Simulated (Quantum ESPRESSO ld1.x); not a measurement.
The numbers below are computed, except where a source is named.
Task: The mean radii <r> (bohr) of the occupied orbitals of an atom or ion are listed with their occupations. Code: ld1.x of Quantum ESPRESSO 7.5. Model: scalar-relativistic Kohn-Sham, LDA (Slater exchange, Perdew-Zunger correlation), spin-polarised, spherical densities, point nucleus.

orbital  occ.      <r>
1s          2  0.02233
2s          2  0.09519
2p          6  0.08394
3s          2   0.2496
3p          6   0.2479
3d         10   0.2257
4s          2   0.5491
4p          6   0.5739
4d         10   0.6017

Name the element and its charge. Open shells, if any, are filled with parallel spins first.

Result: Z = 63, europium, charge +17: Eu17+ in [Kr] 4d10. The 1s radius gives Z: for a bare nucleus <r> = (2 gamma + 1)/(2Z) with gamma = sqrt(1 - (Z/c)^2), 0.02203 bohr for Z = 63, and screening makes it slightly larger (0.02233 here). The occupations add up to 46, and the charge is Z minus that.
